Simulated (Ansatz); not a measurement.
Species: sum formula HB₂O₂ (charge +1, singlet). It need not be the lowest isomer of its formula. 
Geometry from a B3LYP-D3(BJ)/def2-TZVP (Ansatz, an electronic-structure program) optimisation:
```xyz
5

O      0.0000     0.0000    -1.9166
B      0.0000     0.0000    -0.7007
B      0.0000     0.0000     0.9380
O      0.0000     0.0000     2.1292
H      0.0000     0.0000    -2.8868
```
Charge +1, spin multiplicity 1.

Wanted: vertical electron affinity (to the doublet state of charge +0; a negative value means that the extra electron is unbound and the number depends on the basis; each state is the SCF solution reached for its spin), in eV. Valence correlation only, unless marked. Open shells are spin-unrestricted. No spin-orbit coupling. Non-relativistic. 

```json
[
 {"level": "SVWN5/def2-TZVPD", "program": "Ansatz", "vertical electron affinity (eV)": "6.70"},
 {"level": "r2SCAN/def2-TZVPD", "program": "Ansatz", "vertical electron affinity (eV)": "6.69"},
 {"level": "PBE0/def2-TZVPD", "program": "Ansatz", "vertical electron affinity (eV)": "6.71"},
 {"level": "BHLYP/def2-TZVPD", "program": "Ansatz", "vertical electron affinity (eV)": "6.64"},
 {"level": "wB97X-V/def2-TZVPD", "program": "Ansatz", "vertical electron affinity (eV)": "6.56"},
 {"level": "CCSD(T)/aug-cc-pVDZ", "program": "Ansatz", "vertical electron affinity (eV)": "6.20"}
]
```
